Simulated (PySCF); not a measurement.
C2H6N2OSi, SMILES O=C=N[Si@@H](C)N.

Geometry optimised at B3LYP-D3(BJ)/def2-SVP. The structure was generated by enumeration; whether it is a known compound was not checked. The values are those of a single conformer.

Calculation: B3LYP-D3(BJ)/def2-SVP (PySCF).

Frequencies are harmonic and unscaled.

Computed normal modes with their intensities:
| mode | ν (cm⁻¹) | IR (km/mol) | Raman (Å⁴/amu) | depolarisation | moving atoms (share of kinetic energy) |
|---|---|---|---|---|---|
| 1 | 46 | 0.1 | 3.1 | 0.75 | N 42 %, O 30 %, C 16 %, H 10 % |
| 2 | 54 | 0.3 | 2.8 | 0.75 | N 57 %, O 26 %, H 10 % |
| 3 | 155 | 0.1 | 0.1 | 0.75 | H 96 % |
| 4 | 190 | 6.2 | 1.4 | 0.73 | H 60 %, C 17 %, N 17 % |
| 5 | 252 | 7.2 | 0.6 | 0.62 | H 37 %, N 29 %, C 21 %, Si 11 % |
| 6 | 272 | 17.6 | 2.5 | 0.65 | H 49 %, N 35 % |
| 7 | 310 | 27.6 | 1.0 | 0.70 | H 40 %, N 26 %, Si 26 % |
| 8 | 426 | 180.7 | 2.3 | 0.07 | H 61 %, N 35 % |
| 9 | 550 | 125.3 | 4.0 | 0.07 | Si 41 %, O 22 %, C 18 %, H 10 %, N 9 % |
| 10 | 613 | 23.4 | 0.7 | 0.71 | C 72 %, O 15 %, N 12 % |
| 11 | 617 | 27.6 | 0.6 | 0.72 | C 72 %, O 15 %, N 13 % |
| 12 | 645 | 19.2 | 3.5 | 0.70 | H 90 % |
| 13 | 703 | 47.6 | 9.9 | 0.16 | C 39 %, H 29 %, Si 26 % |
| 14 | 779 | 10.0 | 3.1 | 0.36 | H 73 %, C 16 % |
| 15 | 836 | 17.5 | 5.1 | 0.75 | H 57 %, N 22 %, Si 11 %, C 10 % |
| 16 | 886 | 193.1 | 4.4 | 0.23 | H 56 %, Si 22 %, N 18 % |
| 17 | 895 | 142.3 | 8.6 | 0.75 | H 73 %, Si 11 %, N 9 % |
| 18 | 932 | 226.7 | 6.4 | 0.62 | H 65 %, Si 23 %, N 11 % |
| 19 | 1277 | 30.1 | 0.9 | 0.22 | H 77 %, C 22 % |
| 20 | 1432 | 3.2 | 13.3 | 0.75 | H 96 % |
| 21 | 1434 | 2.4 | 12.1 | 0.75 | H 96 % |
| 22 | 1508 | 25.3 | 41.8 | 0.24 | N 55 %, O 42 % |
| 23 | 1548 | 47.0 | 7.2 | 0.74 | H 89 %, N 10 % |
| 24 | 2252 | 155.5 | 138.2 | 0.19 | H 96 % |
| 25 | 2443 | 1502.2 | 5.3 | 0.19 | C 69 %, N 20 %, O 11 % |
| 26 | 3033 | 1.6 | 133.7 | 0.00 | H 97 % |
| 27 | 3122 | 5.3 | 77.9 | 0.72 | H 91 %, C 9 % |
| 28 | 3134 | 5.0 | 97.5 | 0.74 | H 91 %, C 9 % |
| 29 | 3563 | 24.5 | 132.2 | 0.12 | H 96 % |
| 30 | 3653 | 26.2 | 81.0 | 0.74 | H 91 %, N 9 % |
